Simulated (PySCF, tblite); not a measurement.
One entry of a table of gas-phase calculations, keyed by method. Lists by class give the value and the number of equivalent atoms.

```json
{
 "formula": "C6H9NSi",
 "smiles": "C=C[Si@H]1C[C@@H](C#N)C1",
 "inchi": "InChI=1S/C6H9NSi/c1-2-8-4-6(3-7)5-8/h2,6,8H,1,4-5H2/t6-,8+",
 "charge": 0,
 "multiplicity": 1,
 "geometry_level": "GFN2-xTB",
 "atoms_angstrom": [
  ["C", 2.093, 1.268, -0.097],
  ["C", 2.115, -0.015, 0.235],
  ["Si", 0.588, -1.111, 0.27],
  ["C", -0.974, -0.312, 1.048],
  ["C", -1.626, -0.152, -0.349],
  ["C", -1.71, 1.232, -0.717],
  ["N", -1.734, 2.341, -0.999],
  ["C", -0.593, -0.904, -1.228],
  ["H", 2.984, 1.877, -0.108],
  ["H", 1.18, 1.771, -0.376],
  ["H", 3.061, -0.466, 0.506],
  ["H", 0.884, -2.487, 0.677],
  ["H", -1.565, -0.955, 1.697],
  ["H", -0.839, 0.637, 1.562],
  ["H", -2.629, -0.585, -0.405],
  ["H", -1.006, -1.823, -1.637],
  ["H", -0.233, -0.306, -2.063]
 ],
 "electronic_structure_code": "PySCF",
 "results": {
  "GFN2-xTB geometry": {
   "point_group": "Cs",
   "rotational_constants_GHz": [2.421, 1.435, 1.084]
  },
  "CAM-B3LYP/def2-SVPD ground state and vertical TDDFT (core frozen in the response)": {
   "dipole_D": 3.88,
   "homo_eV": -9.22,
   "lumo_eV": -0.04,
   "S1_eV": 6.2,
   "strongest_line_of_8_singlets_eV": 6.32,
   "T1_tda_eV": 4.11,
   "polarisability_au": 94.0,
   "r2_bohr2_about_centre_of_nuclear_charge": 1161.5,
   "singlets_eV_and_f": [
    [6.2, 0.003],
    [6.32, 0.176],
    [6.98, 0.004],
    [7.33, 0.023],
    [7.42, 0.103],
    [7.65, 0.002],
    [7.67, 0.003],
    [7.71, 0.0]
   ],
   "triplets_tda_eV": [4.11, 5.76, 6.19]
  },
  "PBE0/pcSseg-1 ground state and GIAO shieldings, non-relativistic": {
   "shift_vs_computed_TMS_C_by_class_ppm": [
    [150.1, 1],
    [138.8, 1],
    [130.3, 1],
    [22.8, 2],
    [19.5, 1]
   ],
   "shift_vs_computed_TMS_H_by_class_ppm": [
    [7.16, 1],
    [7.13, 1],
    [6.67, 1],
    [5.07, 1],
    [3.15, 1],
    [2.14, 2],
    [1.68, 2]
   ],
   "shielding_other_nuclei_by_class_ppm": [
    ["N", -30.4, 1],
    ["Si", 368.5, 1]
   ],
   "charges_hirshfeld_e_by_atom": [-0.07, -0.14, 0.38, -0.16, 0.0, 0.09, -0.24, -0.16, 0.05, 0.04, 0.04, -0.07, 0.04, 0.04, 0.06, 0.04, 0.04]
  },
  "GFN2-xTB harmonic vibrations, gas phase": {
   "strongest_ir_bands_cm-1_km_per_mol_modes": [
    [554.7, 81.0, 1],
    [609.6, 92.6, 1],
    [757.9, 98.6, 1],
    [827.6, 134.6, 1],
    [2245.1, 387.6, 1],
    [2399.2, 194.1, 1]
   ],
   "zpe_kcal_per_mol": 81.6
  }
 }
}
```

In wavenumbers S1 is 50000 cm⁻¹ (1 eV = 8065.54 cm⁻¹). The polarisability is 13.93 Å³ as a volume (1 au = 0.148185 Å³), or 1.42 au for each of the 66 electrons. The dipole equals about 13.0 × 10⁻³⁰ C·m (1 D = 3.33564 × 10⁻³⁰ C·m).

For the vibration job (GFN2-xTB), hardware: one thread of an Arm Neoverse N1, shared host with 64 logical CPUs at a one-minute load of 57. Cost: 1.0 s.

The values belong to the conformer `[CH2:1]=[CH:2][Si@H:3]1[CH2:4][C@@H:5]([C:6]#[N:7])[CH2:8]1`: C1–C2–Si3–C4 -43°.
